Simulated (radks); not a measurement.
Removal energies from the niobium ion Nb8+, [Ar] 3d10 4s2 4p3, by Delta-SCF beside the eigenvalue of the level emptied. Method: scalar-relativistic Kohn-Sham, BLYP, spin-polarised, spherical densities, finite nucleus; Fermi nuclear charge, rms radius of each element as measured or else 0.836 A^(1/3) + 0.57 fm; computed with a radial shooting solver on a logarithmic mesh with Libxc functionals. Open shells are filled with parallel spins first.

| removed from | final configuration | Delta-SCF (eV) | -eigenvalue (eV) |
|---|---|---|---|
| 4p | [Ar] 3d10 4s2 4p2 | 160.41 | 150.90 |
| 4s | [Ar] 3d10 4s1 4p3 | 182.74 | 173.11 |
| 3d | [Ar] 3d9 4s2 4p3 | 348.43 | 327.07 |
| 3p | [Ne] 3s2 3p5 3d10 4s2 4p3 | 497.96 | 477.43 |
